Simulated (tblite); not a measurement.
Compound: C2H5F3OPSi (charge +1).
SMILES with atom numbers: `[O:1]=[C:2]([SiH2:3][PH3+:4])[C:5]([F:6])([F:7])[F:8]` (hydrogens: H9, H10 on Si3; H11, H12, H13 on P4)
Bond orders are those of one Lewis drawing.

Computed with GFN2-xTB (tblite), gas phase: nudged elastic band of 9 images (0 to 8), spring 0.2 eV/Å², climbing image at the end, force threshold 0.05 eV/Å. The top image wasn't refined or checked by frequencies; at this threshold it can lie a kcal/mol or more above the true saddle point of the method.

The band describes a rotation about Si3–C2 (SiH2 silicon, carbonyl carbon), followed by the dihedral P4–Si3–C2–C5, from the optimised start (-179°) to a second optimised geometry at -32°.

Task: Give the energy profile along the converged band.

Result: 
| image | dihedral (°) | E (kJ/mol) | Si3–C2 (Å) | P4···C5 (Å) | largest true force (eV/Å) |
| --- | --- | --- | --- | --- | --- |
| 0 | -179 | 0.00 | 1.947 | 4.42 | 0.01 |
| 1 | -162 | 3.49 | 1.948 | 4.39 | 0.06 |
| 2 | -143 | 13.16 | 1.950 | 4.32 | 0.09 |
| 3 | -123 | 20.89 | 1.952 | 4.20 | 0.03 |
| 4 | -104 | 22.11 | 1.954 | 4.00 | 0.04 |
| 5 | -85 | 19.40 | 1.955 | 3.77 | 0.05 |
| 6 | -69 | 15.78 | 1.955 | 3.61 | 0.06 |
| 7 | -53 | 11.02 | 1.955 | 3.41 | 0.05 |
| 8 | -32 | 8.10 | 1.954 | 3.33 | 0.01 |

Barriers of this band. The top is image 4 at -104°: 22.11 kJ/mol forward and 14.01 kJ/mol back; the end lies 8.10 kJ/mol above the start. The central bond is 0.007 Å longer at the top than at the start.

Task: What rate follows at 350 K for crossing this barrier forward?

Result: Taking the electronic barrier for the free energy of activation (no zero-point or entropy terms, transmission 1), rate = (kT/h)·exp(−ΔE/kT) ≈ 4 × 10^9 s⁻¹, whose inverse is 3 × 10^-10 s. An error of 1 kcal/mol in the barrier changes this by a factor of 4, and the method and the loose band can each miss by that much or more.

Task: How would the two end points share their population at 350 K, from these energies alone?

Result: exp(−ΔE/kT) with ΔE = 0.084 eV gives 0.062 for the higher one (end) against 1 for the lower, without vibrational, rotational or degeneracy terms.

The cost below is that of the whole band run. Hardware: one thread, Arm Neoverse V1 (aarch64), no GPU, on a shared host. Cost: 6.0 s wall, 0.18 GiB resident at most.
